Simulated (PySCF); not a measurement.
Bi(F)2(Et) (C2H5BiF2), SMILES C[CH2][Bi]([F])[F].

Geometry: PBE0-D3(BJ)/def2-SVP. The structure was generated by enumeration; whether it is a known compound was not checked. The def2 effective core potentials stand for the cores of Bi; spin–orbit coupling is left out. One conformer was computed; it need not be the lowest.

All values below come from PySCF with PBE/def2-TZVP.

Symmetry labels are those of the subgroup Cs that the program uses (full group Cs).

List the valence orbital energies around the gap with their symmetry. (An estimate is asked for; the answer gives what the named calculation found.)


```json
[
 {"orbital": "HOMO−7", "symmetry": "A'", "energy (eV)": "-9.54"},
 {"orbital": "HOMO−6", "symmetry": "A'", "energy (eV)": "-9.08"},
 {"orbital": "HOMO−5", "symmetry": "A'", "energy (eV)": "-8.68"},
 {"orbital": "HOMO−4", "symmetry": "A\"", "energy (eV)": "-8.61"},
 {"orbital": "HOMO−3", "symmetry": "A\"", "energy (eV)": "-8.41"},
 {"orbital": "HOMO−2", "symmetry": "A'", "energy (eV)": "-8.33"},
 {"orbital": "HOMO−1", "symmetry": "A\"", "energy (eV)": "-8.25"},
 {"orbital": "HOMO", "symmetry": "A'", "energy (eV)": "-6.33"},
 {"orbital": "LUMO", "symmetry": "A\"", "energy (eV)": "-2.22"},
 {"orbital": "LUMO+1", "symmetry": "A'", "energy (eV)": "-2.14"},
 {"orbital": "LUMO+2", "symmetry": "A'", "energy (eV)": "-0.60"},
 {"orbital": "LUMO+3", "symmetry": "A'", "energy (eV)": "0.72"}
]
```
